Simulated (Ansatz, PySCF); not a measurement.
Pair of molecules: H2O (SMILES O) (first 3 atoms) with CH3Br (SMILES CBr); geometry from B3LYP-D3(BJ)/def2-TZVP.
(charge 0, multiplicity 1):
```tsv
atom	x (Å)	y (Å)	z (Å)
O	0.3462	0.0316	-0.1140
H	-0.0233	0.5566	0.6085
H	-0.3205	0.0527	-0.8079
C	0.0168	-1.4608	2.8577
Br	-0.8678	0.2748	3.1197
H	0.8812	-1.4806	3.5116
H	0.2992	-1.5122	1.8119
H	-0.7005	-2.2284	3.1250
```

Counterpoise-corrected where a basis set is named; no monomer relaxation.

Rows in 6-31G* carry no dispersion term and start afresh at each structure (6-31G* with six Cartesian d functions); the Pople sets are all-electron and without relativity. MP2/6-31G* freezes PySCF's default core, which leaves 3d correlated.

Codes used: Ansatz (Gaussian basis) for Hartree–Fock, density functionals and correlated methods; PySCF for 6-31G* rows, the dispersion terms. Each number belongs to the level named beside it.

**Question.** One of these levels gives -14.9 kJ/mol for the interaction energy. Which one is it?
(A) r2SCAN/def2-TZVPPD
(B) MP2/6-31G*
(C) HF/aug-cc-pVDZ
(D) PBE-D3(BJ)/def2-TZVPPD

**Answer.** A, r2SCAN/def2-TZVPPD. The others give -6.0 (HF/aug-cc-pVDZ), -16.6 (PBE-D3(BJ)/def2-TZVPPD), -9.7 (MP2/6-31G*)

Ansatz is an electronic-structure program.
